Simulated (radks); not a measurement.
The scandium ion Sc4+, configuration [Ne] 3s1.75 3p5 4s0.25 (fractional occupations, a model configuration). Method: Dirac Kohn-Sham, PBE, spin-unpolarised, spherical densities, finite nucleus; open shells fill j = l - 1/2 first; Fermi nuclear charge, rms radius 3.5459 fm; computed with a radial shooting solver on a logarithmic mesh with Libxc functionals. Some entries of the table are withheld. Estimate them.

orbital  occ.  eigenvalue (hartree)  <1/r> (bohr^-1)
1s1/2       2             -163.7865            20.77
2s1/2       2             -19.61078            4.311
2p1/2       2             -16.56695            4.240
2p3/2       4             -16.39596            4.191
3s1/2    1.75              -3.96161            1.369
3p1/2       2              -3.15459            1.268
3p3/2       3              -3.13267            1.259
3d3/2       0                   (1)            1.037
3d5/2       0                   (2)            1.035
4s1/2    0.25                   (3)           0.5483
4p1/2       0              -1.13682           0.4985
4p3/2       0              -1.13244           0.4962

Answer. 
(1) 3d3/2 eigenvalue (hartree): -1.90985
(2) 3d5/2 eigenvalue (hartree): -1.90766
(3) 4s1/2 eigenvalue (hartree): -1.35602
